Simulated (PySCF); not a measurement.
## Mg (magnesium, neutral) across methods

[Ne] 3s2, closed-shell 1S. Calculation: PySCF 2.14, in aug-cc-pVQZ (7s6p4d3f2g, 84 functions); the non-relativistic Hamiltonian (point nucleus).

```json
{"method": "PBE", "E (hartree)": "-199.9501", "mean ε 2s (eV)": "-79.813", "mean ε 2p (eV)": "-46.953", "mean ε 3s (eV)": "-4.699", "Σ⟨r²⟩ (bohr²)": "28.26", "⟨S²⟩": "0.000"}
{"method": "HSE06", "E (hartree)": "-199.9820", "mean ε 2s (eV)": "-85.299", "mean ε 2p (eV)": "-50.536", "mean ε 3s (eV)": "-5.044", "Σ⟨r²⟩ (bohr²)": "28.29", "⟨S²⟩": "0.000"}
{"method": "M06-L", "E (hartree)": "-200.0602", "mean ε 2s (eV)": "-83.465", "mean ε 2p (eV)": "-48.150", "mean ε 3s (eV)": "-4.718", "Σ⟨r²⟩ (bohr²)": "27.22", "⟨S²⟩": "0.000"}
{"method": "CAM-B3LYP", "E (hartree)": "-200.0759", "mean ε 2s (eV)": "-86.512", "mean ε 2p (eV)": "-52.310", "mean ε 3s (eV)": "-6.487", "Σ⟨r²⟩ (bohr²)": "28.10", "⟨S²⟩": "0.000"}
{"method": "PBE0", "E (hartree)": "-199.9679", "mean ε 2s (eV)": "-85.757", "mean ε 2p (eV)": "-50.977", "mean ε 3s (eV)": "-5.427", "Σ⟨r²⟩ (bohr²)": "28.32", "⟨S²⟩": "0.000"}
{"method": "r2SCAN0", "E (hartree)": "-200.0371", "mean ε 2s (eV)": "-87.912", "mean ε 2p (eV)": "-52.012", "mean ε 3s (eV)": "-5.479", "Σ⟨r²⟩ (bohr²)": "28.49", "⟨S²⟩": "0.000"}
{"method": "UHF", "E (hartree)": "-199.61423", "mean ε 2s (eV)": "-102.53", "mean ε 2p (eV)": "-62.102", "mean ε 3s (eV)": "-6.886", "Σ⟨r²⟩ (bohr²)": "29.61", "⟨S²⟩": "0.000"}
{"method": "r2SCAN", "E (hartree)": "-200.0409", "mean ε 2s (eV)": "-82.933", "mean ε 2p (eV)": "-48.410", "mean ε 3s (eV)": "-4.812", "Σ⟨r²⟩ (bohr²)": "28.50", "⟨S²⟩": "0.000"}
```

Q: Estimate the same row for LDA.

A: E (hartree) = -199.1308; mean ε 2s (eV) = -79.250; mean ε 2p (eV) = -47.063; mean ε 3s (eV) = -4.775; Σ⟨r²⟩ (bohr²) = 28.03; ⟨S²⟩ = 0.000.
